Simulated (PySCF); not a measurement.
**Trend along the second period: MN cations**

PBE0 with double-zeta basis sets in PySCF, for the lowest determinant that a PBE0 search found; no spin–orbit coupling. De refers to high-spin ground-configuration atoms (the charge goes to the atom of lower measured ionisation energy or higher electron affinity, which is not always the lowest computed limit). A positive dipole points towards N; it is taken about the centre of mass and depends on that origin.

```tsv
M	basis	charged atom	state (unpaired electrons)	Re (Å)	ωe (cm⁻¹)	De (eV)	μ (D)
Li	def2-SVP	Li+	quartet (σ ↑, π ↑↑)	2.242	260	0.26	-6.29
Be	x2c-SVPall	Be+	triplet (π ↑↑)	1.611	895	1.90	-7.39
B	aug-pcseg-1	B+	quartet (σ ↑, π ↑↑)	1.437	1167	2.16	-2.83
C	def2-SVP	C+	triplet (σ ↑, π ↑)	1.228	1891	5.39	-2.09
O	aug-cc-pVDZ	O+	singlet (closed shell)	1.064	2526	10.72	0.39
```

The shortest bond is that of NO⁺ (1.064 Å), the longest that of LiN⁺ (2.242 Å). NO⁺ is bound most strongly (10.72 eV) and LiN⁺ least (0.26 eV).

The rows differ in basis set, which adds steps of its own.

The state changes along the series, so neighbouring rows are not always alike in their bonding.

Weak bonds: LiN⁺. Basis-set superposition, not corrected here, can be much of De in a small basis, most of all at correlated wavefunction levels. For an ion De counts to the pair picked by the measured ionisation energies or electron affinities, which need not be the lowest pair at this level. States were picked by a PBE0 search and need not be the measured ground states.
